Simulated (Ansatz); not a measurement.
`C#[C][GaH2]` + `N#CO` → `N#C[O][GaH2]` + acetylene at 500 K and 1 bar (ligand exchange at a Ga–C bond).

Program: Ansatz. Geometries: PBE0-D4/def2-TZVP. ΔE: electronic, gas phase. CBS: MP2 limit from def2 TZ/QZ plus the TZ coupled-cluster correction, frozen cores. This one scheme is used for every species. For Ga outer-core shells are correlated without core-valence functions, which leaves a few kJ/mol of doubt a bond. Scalar relativity is left out up to krypton. One conformer a species, not always the lowest.

```csv
species,CCSD(T)/CBS energy (Eh),H − E (kJ/mol),S (J/(mol·K))
`C#[C][GaH2]`,-2001.76834,114.6,326.2
`N#CO`,-168.48100,78.6,266.9
`N#C[O][GaH2]`,-2093.04540,102.4,354.4
`C#C`,-77.22717,90.7,225.3
```

H − E and S are ideal-gas, rigid-rotor, harmonic terms from PBE0-D4/def2-TZVP, for one conformer and one mirror image of each species. 1 Eh = 2625.50 kJ/mol, R = 8.31446 J/(mol·K).

**Question.** By hand: ΔE, ΔH, ΔS and ΔG.

**Answer.** ΔE = (-2093.04540) + (-77.22717) − (-2001.76834) − (-168.48100) = -0.02323 Eh = -61.0 kJ/mol. Δ(H − E) = 102.4 + 90.7 − 114.6 − 78.6 = -0.1, so ΔH = -61.1 kJ/mol. ΔS = 354.4 + 225.3 − 326.2 − 266.9 = -13.4 J/(mol·K). ΔG = -61.1 − 500 × (-13.4)/1000 = -54.4 kJ/mol.

**Question.** By hand: the equilibrium constant, and the temperature at which ΔG would vanish if ΔH and ΔS stayed fixed.

**Answer.** log₁₀ K = −ΔG/(RT ln 10) = 5.7. ΔG = 0 at ΔH/ΔS = 4560 K, far beyond where these terms or the molecules hold.

The number of gas molecules stays the same, so ΔS is small and ΔH decides. A doubt of 5 kJ/mol in ΔE shifts log₁₀ K by 0.5 here. Other conformers and mirror images would add mixing entropy, several J/(mol·K) or more a flexible species. These are equilibria of isolated gas molecules and say nothing of rates. Largest T1 diagnostic: 0.015 (customary marks: 0.02 for closed shells, 0.045 for open ones).
